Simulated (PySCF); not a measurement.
H5NO2Sn, SMILES [NH2][SnH]([OH])[OH]. Atoms are numbered in the order given.

```xyz
9

Sn     0.0435     0.0165     0.2511
N     -1.5272    -1.1665    -0.2809
O     -0.3994     1.7407    -0.6478
O      1.7031    -0.6916    -0.5908
H      0.4161     0.1835     1.9160
H     -1.9820    -1.6379     0.5007
H     -2.2348    -0.6225    -0.7770
H      0.3968     2.2134    -0.9290
H      1.4880    -1.1883    -1.3937
```

Geometry: B3LYP-D3(BJ)/def2-SVP. The structure was generated by enumeration; whether it is a known compound was not checked. The def2 effective core potentials stand for the cores of Sn; spin–orbit coupling is left out. The values are those of a single conformer.

The numbers are results of PBE/def2-TZVP (PySCF), not measurements.

Gas-phase values at a fixed geometry.

**Question.** Estimate the frontier levels, gap, dipole moment and polarisability. (Estimate from the structure and the level; the computed values follow.)

**Answer.** 
```json
{
  "highest_occupied_level": "-6.30 eV",
  "lowest_empty_level": "-1.71 eV",
  "orbital_gap": "4.59 eV",
  "dipole_moment": "1.28 D",
  "quadrupole, principal values (traceless, Buckingham form, about the centre of nuclear charge)": "-8.71, 0.90, 7.81 D·Å",
  "mean_static_polarisability": "55.2 bohr³ (8.18 Å³)",
  "polarisability_principal_values": "52.8, 53.6, 59.1 bohr³"
}
```
